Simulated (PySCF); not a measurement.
## Working out the electron affinity of Br

Br⁻ [Kr] (1S) → Br [Ar] 3d10 4s2 4p5 (2P). Computed with PySCF 2.14 in aug-cc-pVTZ-PP with one added diffuse shell each of s, d, f type with ECP10MDF (7s5p5d3f, 68 functions), with a scalar-relativistic core potential. Frozen: 3s2 3p6 3d10. Energies in hartree (1 hartree = 27.21139 eV):

```
             part  Br⁻ (lower)   Br (upper)
              UHF  -415.577870  -415.491829
MP2 opposite-spin    -0.132865    -0.106212
    MP2 same-spin    -0.043588    -0.031103
```

Question: What does Hartree-Fock give?

Answer: (-415.491829) − (-415.577870) = 0.086041 hartree = 2.341 eV.

Question: What do MP2 and SCS-MP2 (6/5 opposite-spin, 1/3 same-spin) give?

Answer: The opposite-spin parts differ by 0.725 eV and the same-spin parts by 0.340 eV. MP2: 2.341 + (0.725) + (0.340) = 3.406 eV. SCS-MP2: 2.341 + 1.2 × (0.725) + (0.340)/3 = 3.324 eV.

Reference: 3.364 eV (measured; photodetachment measurements, as compiled on the Wikipedia data page of electron affinities), between the lowest levels; spin-orbit coupling is absent from the calculation.

What remains against the reference includes basis incompleteness, the frozen core and correlation beyond second order.
